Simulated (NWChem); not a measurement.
System: BHOICl; SMILES OB(Cl)I

Input file for NWChem:

```
start job
memory heap 200 mb stack 900 mb global 1100 mb
geometry units angstroms noautosym nocenter noautoz
  B      0.487445    -0.973418     0.000000
  Cl    -0.700096    -2.276923     0.000000
  I     -0.140706     1.066173     0.000000
  O      1.799906    -1.224308     0.000000
  H      2.010447    -2.166955     0.000000
end
basis spherical
  * library def2-svpd
end
ecp
  I library def2-ecp
end
dft
  xc xpbe96 cpbe96
  iterations 150
end
property
  response 1 0.0
end
task dft property
```

Output (shortened):

```
             Northwest Computational Chemistry Package (NWChem) 7.3.0
             --------------------------------------------------------

                             Geometry "geometry" -> ""
                             -------------------------

 Output coordinates in angstroms (scale by  1.889725989 to convert to a.u.)

  No.       Tag          Charge          X              Y              Z
 ---- ---------------- ---------- -------------- -------------- --------------
    1 B                    5.0000     0.48744500    -0.97341800     0.00000000
    2 Cl                  17.0000    -0.70009600    -2.27692300     0.00000000
    3 I                   53.0000    -0.14070600     1.06617300     0.00000000
    4 O                    8.0000     1.79990600    -1.22430800     0.00000000
    5 H                    1.0000     2.01044700    -2.16695500     0.00000000

 Effective nuclear repulsion energy (a.u.)     365.2814881682

                                 NWChem DFT Module
                                 -----------------

 Summary of "ao basis" -> "ao basis" (spherical)
 ------------------------------------------------------------------------------
       Tag                 Description            Shells   Functions and Types
 ---------------- ------------------------------  ------  ---------------------
 B                         def2-svpd                 8       20   4s2p2d
 Cl                        def2-svpd                11       27   5s4p2d
 I                         def2-svpd                13       35   5s5p3d
 O                         def2-svpd                 9       23   4s3p2d
 H                         def2-svpd                 4        8   2s2p

            General Information
            -------------------
          SCF calculation type: DFT
          Wavefunction type:  closed shell.
          No. of atoms     :     5
          No. of electrons :    56
           Alpha electrons :    28
            Beta electrons :    28
          Charge           :     0
          Spin multiplicity:     1
          Use of symmetry is: off; symmetry adaption is: off
          Maximum number of iterations: 150
          AO basis - number of functions:   113
                     number of shells:    45
          Convergence on energy requested:  1.00D-06
          Convergence on density requested:  1.00D-05
          Convergence on gradient requested:  5.00D-04

              XC Information
              --------------
          PerdewBurkeErnzerhof Exchange Functional  1.000
            Perdew 1991 LDA Correlation Functional  1.000 local
           PerdewBurkeErnz. Correlation Functional  1.000 non-local

             Grid Information
             ----------------
          Grid used for XC integration:  medium
          Radial quadrature: Mura-Knowles
          Angular quadrature: Lebedev.
          Tag              B.-S. Rad. Rad. Pts. Rad. Cut. Ang. Pts.
          ---              ---------- --------- --------- ---------
          B                   0.85       49          12.0       434
          Cl                  1.00       88          14.0       590
          I                   1.40      123          13.0       590
          O                   0.60       49          13.0       434
          H                   0.35       45          13.0       434
          Grid pruning is: on
          Number of quadrature shells:   354
          Spatial weights used:  Erf1

      Superposition of Atomic Density Guess
      -------------------------------------

 Sum of atomic energies:        -906.15395763

      Non-variational initial energy
      ------------------------------

 Total energy =    -856.881521
 1-e energy   =   -1712.077075
 2-e energy   =     642.241552
 HOMO         =      -0.348369
 LUMO         =       0.027469

   convergence    iter        energy       DeltaE   RMS-Dens  Diis-err
 ---------------- ----- ----------------- --------- --------- ---------
 d= 0,ls=0.0,diis     1   -858.0755320801 -1.07D+03  1.84D-02  8.34D-01
 d= 0,ls=0.0,diis     2   -857.8283879443  2.47D-01  1.18D-02  3.04D+00
 d= 0,ls=0.0,diis     3   -858.1723830249 -3.44D-01  2.26D-03  5.50D-02
 d= 0,ls=0.0,diis     4   -858.1754207794 -3.04D-03  1.30D-03  2.37D-02
 d= 0,ls=0.0,diis     5   -858.1782138764 -2.79D-03  3.57D-04  1.84D-03
  Resetting Diis
 d= 0,ls=0.0,diis     6   -858.1784689188 -2.55D-04  1.08D-04  9.74D-05
 d= 0,ls=0.0,diis     7   -858.1784824551 -1.35D-05  7.29D-05  7.31D-06
 d= 0,ls=0.0,diis     8   -858.1784795522  2.90D-06  4.67D-05  2.31D-05
 d= 0,ls=0.0,diis     9   -858.1784837878 -4.24D-06  5.28D-06  3.64D-07
 d= 0,ls=0.0,diis    10   -858.1784838341 -4.62D-08  1.33D-06  2.43D-08

         Total DFT energy =     -858.178483834052
      One electron energy =    -1714.251268821105
           Coulomb energy =      706.295327185639
    Exchange-Corr. energy =      -63.176543928291
 Nuclear repulsion energy =      212.954001729705

 Numeric. integr. density =       55.999994504396

                       DFT Final Molecular Orbital Analysis
                       ------------------------------------

[...]

 DFT Linear Response polarizability / au
 Frequency  =       0.0000000 / au
              X              Y              Z
 -----------------------------------------------
 X      66.4100104     -1.1628503     -0.0000001
 Y      -1.1628794     89.5665219     -0.0000001
 Z      -0.0000001     -0.0000001     53.4807041
 -----------------------------------------------
 Eigenvalues =      66.3517621     89.6247702     53.4807041
 Isotropic   =      69.8190788
 Anisotropic =      31.7308253
 -----------------------------------------------

 Magnetic Dipole Response Matrix (nonzero elements):

 Exiting AOResponse driver routine
```

Level: PBE/def2-SVPD with def2 effective core potentials on I. The geometry was optimised at PBE0/def2-SVP. def2 effective core potentials on I; no spin-orbit coupling.
